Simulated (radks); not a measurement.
Results of a calculation; reference values are marked as such.
Initial-state core-level shifts of neutral technetium when its valence configuration changes from [Kr] 4d5 5s2. Code: a radial shooting solver on a logarithmic mesh with Libxc functionals. Model: scalar-relativistic Kohn-Sham, r2SCAN, spin-polarised, spherical densities, finite nucleus; open shells are filled with parallel spins first (spin-orbit coupling, left out, can overturn this in heavy ions); meta-GGA in the generalised Kohn-Sham scheme; Fermi nuclear charge, rms radius 4.4112 fm. Shifts are changes of the shell-averaged eigenvalues in eV (positive: less bound); the change of the density at the nucleus, which sets a Mossbauer isomer shift, is in e/bohr^3, on a base of 1.022e+05.

valence               1s       3s       3d       4p  density at nucleus
4d6 5s1           +3.203   +3.369   +3.378   +2.965              -13.64
4d7               +5.387   +5.720   +5.739   +5.028              -28.43
4d3 5s2 5p2      -11.046  -11.365  -11.414   -9.735              +17.72
4d3 5p4          -13.590  -13.876  -13.923  -12.160              -17.62
4d5 5p2           -2.340   -2.316   -2.313   -2.330              -25.24
4d5 5s1.5 5p0.5   -0.607   -0.608   -0.608   -0.596               -4.91
4d4 5s2 5p1       -5.423   -5.579   -5.600   -4.900               +8.22
4d4.5 5s2 5p0.5   -2.693   -2.770   -2.779   -2.464               +3.94
4d4 5s1.5 5p1.5   -5.894   -6.055   -6.076   -5.359               +1.73
